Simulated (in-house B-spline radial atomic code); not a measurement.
Values are calculated unless marked as measured or tabulated.
**Weak and strong correlation along the adiabatic connection**

Two-electron singlets in several external potentials (atomic units), by full CI in B-splines with partial waves to l = 8 (correlation energies up to 0.6 % small). The repulsion is scaled by λ at fixed density; W(λ) is the mean repulsion less the Hartree energy, W(0) = E_x, and the area under W from 0 to 1 is E_xc.

Relative drop (W(λ) − E_x)/E_x:

| system | λ = 0.12 | λ = 0.25 | λ = 0.4 | λ = 0.6 | λ = 0.8 | λ = 1 |
| --- | --- | --- | --- | --- | --- | --- |
| −V exp(−r²/w²), V = 2.36, w = 11.1 | 0.0374 | 0.0709 | 0.1023 | 0.1354 | 0.1613 | 0.1820 |
| ω²r²/2, ω = 1.4 | 0.0131 | 0.0263 | 0.0405 | 0.0579 | 0.0736 | 0.0879 |
| −Z exp(−kr)/r, Z = 1.4, k = 0.239 | 0.0205 | 0.0406 | 0.0614 | 0.0857 | 0.1069 | 0.1253 |
| −Z/r, Z = 2.35 | 0.0090 | 0.0184 | 0.0286 | 0.0415 | 0.0535 | 0.0648 |
| empty sphere, radius 0.359 bohr | 0.0027 | 0.0055 | 0.0088 | 0.0130 | 0.0172 | 0.0213 |
| −V exp(−r²/w²), V = 6.92, w = 11.6 | 0.0285 | 0.0553 | 0.0816 | 0.1108 | 0.1347 | 0.1546 |
| −Z exp(−kr)/r, Z = 4.27, k = 1.91 | 0.0059 | 0.0121 | 0.0190 | 0.0278 | 0.0363 | 0.0444 |

Q: Order the systems by how far second-order (GL2) theory, half the initial slope (estimated from the first points of each curve), overshoots the correlation energy, least first.
A. −Z/r, Z = 2.35
B. −Z exp(−kr)/r, Z = 4.27, k = 1.91
C. −V exp(−r²/w²), V = 6.92, w = 11.6
D. −Z exp(−kr)/r, Z = 1.4, k = 0.239
E. empty sphere, radius 0.359 bohr
F. −V exp(−r²/w²), V = 2.36, w = 11.1
G. ω²r²/2, ω = 1.4

A: E (GL2/E_c = 1.03), B (GL2/E_c = 1.08), A (GL2/E_c = 1.12), G (GL2/E_c = 1.18), D (GL2/E_c = 1.28), C (GL2/E_c = 1.41), F (GL2/E_c = 1.55).

Q: What else changes along this order?

A: The ratio follows the bend of the curve. With it the leading natural occupation goes from 1.999 to 1.886 and −T_c/E_c from 0.97 to 0.65 between the first and the last.
